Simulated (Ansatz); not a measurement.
FHSe (SMILES F[SeH]) moved off its minimum; all values from Ansatz (an electronic-structure program), cores frozen in correlated methods.
(charge 0, multiplicity 1)
```xyz
3

Se    -0.11920    -0.12362     0.22640
H     -0.82375    -0.84254    -0.88237
F      0.64640     0.85324    -0.92681
```

Question: Give the forces (eV/Å), the total energy and the dipole at CCSD(T)/aug-cc-pVTZ.

Answer: 
```csv
atom,Fx,Fy,Fz
Se1,-1.252,-1.496,0.656
H2,0.010,-0.042,0.640
F3,1.242,1.537,-1.297
```
Energy -2500.3680 hartree, dipole 1.45 D.
